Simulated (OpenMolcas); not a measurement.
## O³⁺: effect of the active space

| Item | Value |
| --- | --- |
| Program | OpenMolcas 26.06 |
| Method | SS-CASPT2 or its RAS form, IPEA 0.25 Eh, imaginary shift 0.1 Eh |
| Basis | ANO-RCC-VTZP |
| Scalar Hamiltonian | DKH2, point nucleus |
| Spin-orbit coupling | state interaction with AMFI integrals over the reference wave functions, term energies averaged over their components |

A. 3 electrons in 4 orbitals (2s 2p); 2S+1 = 4 odd, 1 root; 2S+1 = 2 odd, 11 roots; 2S+1 = 4 even, 3 roots; 2S+1 = 2 even, 9 roots; closed shells correlated: 1s; CASPT2 step of the order of 1.8 core-seconds
B. 3 electrons in 8 orbitals (2s 2p 3s 3p); 2S+1 = 4 odd, 1 root; 2S+1 = 2 odd, 11 roots; 2S+1 = 4 even, 3 roots; 2S+1 = 2 even, 9 roots; closed shells correlated: 1s; CASPT2 step roughly 5 core-seconds
C. 3 electrons in 9 orbitals (RAS2 2s 2p; RAS3 3d, at most 2 electrons); 2S+1 = 4 odd, 1 root; 2S+1 = 2 odd, 11 roots; 2S+1 = 4 even, 3 roots; 2S+1 = 2 even, 9 roots; closed shells correlated: 1s; CASPT2 step about 10 core-seconds

Energies in cm⁻¹ above 2s² 2p ²P°_1/2, the measured ground level; measured values from Moore, Selected Tables of Atomic Spectra, NSRDS-NBS 3, section 10.

```
         Level       A       B       C  Measured
2s² 2p ²P°_1/2     0.0     0.0     0.0       0.0
2s² 2p ²P°_3/2     359     376     358       386
 2s 2p² ⁴P_1/2   70020   70300   70830     71440
 2s 2p² ⁴P_3/2   70150   70430   70960     71570
 2s 2p² ⁴P_5/2   70370   70640   71170     71756
 2s 2p² ²D_3/2  127640  127630  127950    126950
 2s 2p² ²D_5/2  127640  127640  127960    126936
 2s 2p² ²S_1/2  165800  165900  166530    164366
 2s 2p² ²P_1/2  183040  182620  182250    180481
 2s 2p² ²P_3/2  183290  182880  182500    180724
   2p³ ⁴S°_3/2  231040  231320  231760    231538
   2p³ ²D°_3/2  256870  257160  256470    255185
   2p³ ²D°_5/2  256870  257170  256480    255156
   2p³ ²P°_1/2  291720  291300  291720    289015
   2p³ ²P°_3/2  291730  291340  291730    289024
```

Deviations, from unrounded energies. A percentage is the sum of absolute deviations over the sum of measured energies, with the sign that they share, or ± where signs differ.

```csv
Against measurement,Levels,A,B,C
mean absolute deviation (cm-1),14,1500,1400,1300
fine structure of the ground term (%),1,-6.9,-2.5,-7.1
other configurations (%),13,±0.9,±0.8,±0.8
```

C lies closest to measurement on these levels and A furthest from it. The largest miss of C in the table is 2p³ ²P°_3/2, by +2700 cm-1. The ranking rests on the paired levels alone, and a cruder setting can come out closer through cancelling errors.

Among A to C the level of the table that moves most is 2s 2p² ⁴P_1/2, by 800 cm-1 (lowest in A, highest in C). Moves below CASPT2's spread within the term are not significant.

Term energies are means over components that CASPT2 splits; among the terms shown or strongly mixed into the levels shown the widest spread is 110 cm-1 (2p³ ²D°, A). Active for correlation alone: 3p 3s; no level in the range computed is led by a configuration that fills them, so any true level of that kind is missing (holds for B). Active for correlation alone: 3d; no level in the range computed is led by a configuration that fills it, so any true level of that kind is missing (holds for C). Computed and measured levels are paired by configuration, term and J; levels that our copy of the source lacks, or whose pairing is in doubt (as where it misses far off the trend of its configuration), stay unpaired and out of the deviations. Only configurations of the active space appear.

° marks odd parity.
